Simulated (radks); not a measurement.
The numbers below are computed, except where a source is named.
Valence configurations of the bismuth ion Bi+. Level of theory: Dirac Kohn-Sham, PBE, spin-unpolarised, spherical densities, point nucleus; open shells fill j = l - 1/2 first (a radial shooting solver on a logarithmic mesh with Libxc functionals). Energies are relative to [Hg] 6p2; eigenvalues in eV.

valence	E (eV)	e(4f5/2)	e(4f7/2)	e(5d3/2)	e(5d5/2)	e(6p1/2)
[Hg] 6p2	0.000	-162.18	-156.69	-35.875	-32.879	-12.542
[Xe] 4f13.5 5d10 6s2 6p2.5	75.528	-172.40	-166.84	-39.359	-36.200	-13.505
[Xe] 4f14 5d10 6s1.5 6p2.5	5.558	-163.22	-157.73	-36.848	-33.840	-13.068
[Xe] 4f14 5d10 6p4	22.788	-166.21	-160.72	-39.613	-36.568	-14.533
[Xe] 4f14 5d9.5 6s2 6p2.5	11.710	-165.44	-159.95	-38.367	-35.303	-13.447
[Xe] 4f14 5d10 6s1 6p3	11.212	-164.24	-158.75	-37.794	-34.773	-13.574
[Xe] 4f13 5d10 6s2 6p3	155.79	-182.79	-177.14	-42.885	-39.563	-14.452
[Xe] 4f12 5d10 6s1.5 6p4.5	337.60	-204.97	-199.17	-50.945	-47.286	-16.767
[Xe] 4f13 5d9 6s1.5 6p4.5	191.93	-190.44	-184.80	-48.740	-45.271	-16.616
[Xe] 4f14 5d9 6s2 6p3	24.268	-168.72	-163.22	-40.828	-37.696	-14.324

NIST lists [Hg] 6p2 as the ground configuration; this level of theory agrees among the configurations tried. The energies are those of spherical spin-averaged densities, not of single terms.
